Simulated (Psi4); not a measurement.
Pair of molecules, SMILES N#N with SMILES [GeH4] (the first has 2 atoms); geometry from B3LYP-D3(BJ)/def2-TZVP, rigid monomers moved along the line of their centres of mass till N2···Ge3 is 3.24 Å.
(charge 0, multiplicity 1):
```xyz
7

N     -0.214    -0.077    -1.113
N     -0.500     0.378    -0.163
Ge     0.097    -0.040     2.998
H      0.475    -0.362     4.452
H     -0.584    -1.263     2.366
H      1.367     0.302     2.205
H     -0.865     1.155     2.970
```

Method: SAPT0/aug-cc-pVDZ in Psi4.

**Question.** Which attractive term is largest, and how does the interaction split up?

**Answer.** electrostatics -1.16, exchange 3.19, induction -0.37, dispersion -1.89, total -0.23 kcal/mol; the largest attraction is dispersion.
